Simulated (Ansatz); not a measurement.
GeH₆OSSi (`S[SiH2][O][GeH3]`), relaxed with RKS PBE0-D4/def2-TZVP in Ansatz 0.2.0 from a PBE-D4/def2-SVP geometry. The force threshold is 0.005 eV/Å; the program also tests the step.

Charge 0, multiplicity 1.

Start:

```xyz
10

S     2.302    0.324   -0.195
Si    0.424    0.650   -1.221
O    -0.831   -0.207   -0.528
Ge   -1.172   -0.476    1.232
H     2.382   -0.990   -0.546
H     0.498    0.216   -2.655
H     0.239    2.139   -1.110
H    -0.240   -1.600    1.751
H    -2.656   -0.908    1.268
H    -0.945    0.851    2.005
```

**Question.** By how much does the energy fall, and how many steps does the optimiser take? (Estimate.)

**Answer.** Ansatz gave: 0.06 eV, in 13 steps.

**Question.** Which bonds change most? (Best estimate.)

**Answer.** The calculation gave: Si2–O3 from 1.670 to 1.627 Å; O3–Ge4 from 1.812 to 1.785 Å; S1–Si2 from 2.166 to 2.139 Å; Si2–H7 from 1.505 to 1.485 Å.

**Question.** Give the relaxed structure. (An estimate is asked.)

**Answer.** Ansatz gave: 
```xyz
10

S     2.298    0.355   -0.217
Si    0.419    0.632   -1.201
O    -0.791   -0.191   -0.491
Ge   -1.178   -0.475    1.228
H     2.418   -0.935   -0.576
H     0.496    0.173   -2.607
H     0.212    2.100   -1.120
H    -0.301   -1.630    1.730
H    -2.665   -0.846    1.239
H    -0.907    0.817    2.015
```
